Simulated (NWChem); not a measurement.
Molecule: C3H2BrF; SMILES C=C=C(F)Br

```xyz
7

C      1.0067     2.7127     0.0000
C      0.2539     1.6437     0.0000
C     -0.4783     0.5620     0.0000
F     -1.8024     0.5610     0.0000
Br     0.2531    -1.1692     0.0000
H      1.3342     3.1812    -0.9361
H      1.3342     3.1812     0.9361
```
Atoms are numbered in this order, from 1.

Computed with NWChem. Pople sets run with spherical d functions. All runs use the structure optimised with PBE0/def2-SVP. Total energies compare along this basis series because the functional is fixed.

```
level          basis functions  energy (Ha)  highest occupied level (eV)  orbital gap (eV)  dipole (D)
-------------  ---------------  -----------  ---------------------------  ----------------  ----------
PBE0/STO-3G                 40   -2757.9919                        -4.59              6.73        0.96
PBE0/3-21G                  62   -2775.3420                        -7.03              6.09        1.86
PBE0/6-31G*                 92   -2788.5875                          ___               ___        1.88
PBE0/6-311G**              128   -2788.9173                        -7.26              5.98        1.94
```

Question: Fill in the missing entries.

Answer: 
- PBE0/6-31G*, highest occupied level (eV): -7.10
- PBE0/6-31G*, orbital gap (eV): 6.04
